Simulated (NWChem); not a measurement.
All runs are NWChem calculations. System: H$_{6}$Al$_{2}$, charge 0, spin multiplicity 1, at a geometry optimised with B3LYP/def2-SVP. The structure started from a generated list of species. Level: CCSD(T)/def2-TZVP, 10 core orbitals frozen.

The NWChem input:

```
start mol
memory heap 100 mb stack 700 mb global 1900 mb
geometry units angstroms nocenter noautoz
  Al     0.000000     0.000000    -1.310835
  Al     0.000000     0.000000     1.310835
  H      0.000000    -1.147875     0.000000
  H     -1.416642     0.000000    -2.004004
  H      1.416642     0.000000    -2.004004
  H      0.000000     1.147875     0.000000
  H     -1.416642     0.000000     2.004004
  H      1.416642     0.000000     2.004004
  symmetry group D2h
end
basis spherical
  * library def2-tzvp
end
scf
  rhf
  nopen 0
  maxiter 100
  thresh 1e-7
  semidirect memsize 60000000 filesize 0
end
tce
  freeze core 10
  ccsd(t)
  2eorb
  2emet 13
  thresh 1e-6
  maxiter 100
  tilesize 24
end
task tce energy
```

NWChem printed:

```
             Northwest Computational Chemistry Package (NWChem) 7.3.0
             --------------------------------------------------------

                                NWChem Input Module
                                -------------------

 Scaling coordinates for geometry "geometry" by  1.889725989
 (inverse scale =  0.529177249)

 Turning off AUTOSYM since
 SYMMETRY directive was detected!

                             Geometry "geometry" -> ""
                             -------------------------

 Output coordinates in angstroms (scale by  1.889725989 to convert to a.u.)

  No.       Tag          Charge          X              Y              Z
 ---- ---------------- ---------- -------------- -------------- --------------
    1 Al                  13.0000     0.00000000     0.00000000    -1.31083500
    2 Al                  13.0000     0.00000000     0.00000000     1.31083500
    3 H                    1.0000     0.00000000    -1.14787500     0.00000000
    4 H                    1.0000    -1.41664200     0.00000000    -2.00400400
    5 H                    1.0000     1.41664200     0.00000000    -2.00400400
    6 H                    1.0000     0.00000000     1.14787500     0.00000000
    7 H                    1.0000    -1.41664200     0.00000000     2.00400400
    8 H                    1.0000     1.41664200     0.00000000     2.00400400

 Effective nuclear repulsion energy (a.u.)      77.6322614483

            Nuclear Dipole moment (a.u.)
            ----------------------------
        X                 Y               Z
 ---------------- ---------------- ----------------
     0.0000000000     0.0000000000     0.0000000000

      Symmetry information
      --------------------

 Group name             D2h
 Group number             26
 Group order               8
 No. of unique centers     3

      Symmetry unique atoms

     1    3    4


 Summary of "ao basis" -> "" (spherical)
 ------------------------------------------------------------------------------
       Tag                 Description            Shells   Functions and Types
 ---------------- ------------------------------  ------  ---------------------
 *                         def2-tzvp                  on all atoms

 Summary of "ao basis" -> "ao basis" (spherical)
 ------------------------------------------------------------------------------
       Tag                 Description            Shells   Functions and Types
 ---------------- ------------------------------  ------  ---------------------
 Al                        def2-tzvp                13       37   5s5p2d1f
 H                         def2-tzvp                 4        6   3s1p

                                 NWChem SCF Module
                                 -----------------

  ao basis        = "ao basis"
  functions       =   110
  atoms           =     8
  closed shells   =    16
  open shells     =     0
  charge          =   0.00
  wavefunction    = RHF
  use symmetry    = T
  symmetry adapt  = T

 Summary of "ao basis" -> "ao basis" (spherical)
 ------------------------------------------------------------------------------
       Tag                 Description            Shells   Functions and Types
 ---------------- ------------------------------  ------  ---------------------
 Al                        def2-tzvp                13       37   5s5p2d1f
 H                         def2-tzvp                 4        6   3s1p

      Symmetry analysis of basis
      --------------------------
[...]
    20      1.393496  1 Al pz                57     -1.393496  2 Al pz
    77     -1.140138  3 H  s                 95     -1.140138  6 H  s
    83      0.675502  4 H  s                 89      0.675502  5 H  s
   101      0.675502  7 H  s                107      0.675502  8 H  s
     5     -0.446263  1 Al s                 42     -0.446263  2 Al s

 center of mass
 --------------
 x =   0.00000000 y =   0.00000000 z =   0.00000000

 moments of inertia (a.u.)
 ------------------
         398.422998598908           0.000000000000           0.000000000000
           0.000000000000         417.829799976778           0.000000000000
           0.000000000000           0.000000000000          38.375257519620

  Mulliken analysis of the total density
  --------------------------------------

    Atom       Charge   Shell Charges
 -----------   ------   -------------------------------------------------------
    1 Al  13    12.58   2.00  0.65  1.33  0.72  0.24  2.92  2.28  0.82  1.04  0.27  0.14  0.13  0.03
    2 Al  13    12.58   2.00  0.65  1.33  0.72  0.24  2.92  2.28  0.82  1.04  0.27  0.14  0.13  0.03
    3 H    1     1.15   0.24  0.64  0.26  0.01
    4 H    1     1.13   0.23  0.57  0.34  0.01
    5 H    1     1.13   0.23  0.57  0.34  0.01
    6 H    1     1.15   0.24  0.64  0.26  0.01
    7 H    1     1.13   0.23  0.57  0.34  0.01
    8 H    1     1.13   0.23  0.57  0.34  0.01

       Multipole analysis of the density wrt the origin
       ------------------------------------------------

     L   x y z        total         open         nuclear
     -   - - -        -----         ----         -------
     0   0 0 0     -0.000000      0.000000     32.000000

     1   1 0 0      0.000000      0.000000      0.000000
     1   0 1 0     -0.000000      0.000000      0.000000
     1   0 0 1     -0.000000      0.000000      0.000000

     2   2 0 0    -27.701136      0.000000     28.666712
     2   1 1 0      0.000000      0.000000      0.000000
     2   1 0 1      0.000000      0.000000      0.000000
     2   0 2 0    -20.586263      0.000000      9.410590
     2   0 1 1     -0.000000      0.000000      0.000000
     2   0 0 2    -25.149574      0.000000    216.905112

                   NWChem Extensible Many-Electron Theory Module
                   ---------------------------------------------


            General Information
            -------------------
      Number of processors :     1
         Wavefunction type : Restricted Hartree-Fock
          No. of electrons :    32
           Alpha electrons :    16
            Beta electrons :    16
           No. of orbitals :   220
            Alpha orbitals :   110
             Beta orbitals :   110
        Alpha frozen cores :    10
         Beta frozen cores :    10
     Alpha frozen virtuals :     0
      Beta frozen virtuals :     0
         Spin multiplicity : singlet
    Number of AO functions :   110
       Number of AO shells :    50
        Use of symmetry is : on
      Symmetry adaption is : on
         Schwarz screening : 0.10D-09

          Correlation Information
          -----------------------
          Calculation type : Coupled-cluster singles & doubles w/ perturbation
   Perturbative correction : (T)
            Max iterations :      100
        Residual threshold : 0.10D-05
     T(0) DIIS level shift : 0.00D+00
     L(0) DIIS level shift : 0.00D+00
     T(1) DIIS level shift : 0.00D+00
     L(1) DIIS level shift : 0.00D+00
     T(R) DIIS level shift : 0.00D+00
     T(I) DIIS level shift : 0.00D+00
   CC-T/L Amplitude update :  5-th order DIIS
                I/O scheme : Global Array Library
        L-threshold :  0.10D-05
        EOM-threshold :  0.10D-05
 no EOMCCSD initial starts read in
 TCE RESTART OPTIONS
 SLICE:      F
 D4D5:       F
 quantumc:   F
 qrotation:  F
 pwtce:      F
 qducc:      F
 nacto:                         0
 nrotv:                         0
 nrot:                          0

            Memory Information
            ------------------
          Available GA space size is     249024700 doubles
          Available MA space size is     104830300 doubles

 Maximum block size supplied by input
 Maximum block size        24 doubles

 tile_dim =     20

 -------------------------------------------------

 Global array virtual files algorithm will be used

 Parallel file system coherency ......... OK

 4-electron integrals stored in orbital form

 v2    file size   =          2853631
 4-index algorithm nr.  13 is used
 imaxsize =       30
 imaxsize ichop =        0


CCSD iterations
 ---------------------------------------------------------
 Iter          Residuum       Correlation     Cpu    Wall
 ---------------------------------------------------------
    1   0.1465063478780  -0.1831169497671     0.5     0.5
    2   0.0437339296165  -0.2185778632836     0.5     0.5
    3   0.0151018354786  -0.2271678962488     0.5     0.5
    4   0.0057276499240  -0.2297015394096     0.5     0.5
    5   0.0023928855321  -0.2305395364926     0.5     0.5
    6   0.0004250004216  -0.2310301402353     0.5     0.5
    7   0.0002024561295  -0.2310312224823     0.5     0.5
    8   0.0001019595036  -0.2310365658531     0.5     0.5
    9   0.0000559630776  -0.2310384827453     0.5     0.5
   10   0.0000303737918  -0.2310397947803     0.5     0.5
   11   0.0000046080470  -0.2310412000369     0.5     0.5
   12   0.0000016084749  -0.2310415067388     0.5     0.5
   13   0.0000006529620  -0.2310416278301     0.5     0.5
 -----------------------------------------------------------------
 Iterations converged
 CCSD correlation energy / hartree =        -0.231041627830080
 CCSD total energy / hartree       =      -487.559047739809841

 Singles contributions

 Doubles contributions
 CCSD(T)
 Using plain CCSD(T) code
             total no. of tasks         3225
 total no. of tasks / no. procs         3225
                         wl_min           64           2.0
                         wl_max        64000           6.3
        thresh for no. of tasks         3225

 CCSD[T]  correction energy / hartree =        -0.004608451861275
 CCSD[T] correlation energy / hartree =        -0.235650079691355
 CCSD[T] total energy / hartree       =      -487.563656191671100
 CCSD(T)  correction energy / hartree =        -0.004509660715069
 CCSD(T) correlation energy / hartree =        -0.235551288545149
 CCSD(T) total energy / hartree       =      -487.563557400524928

 Task  times  cpu:       32.8s     wall:       32.8s

 Total times  cpu:       32.8s     wall:       32.8s
```
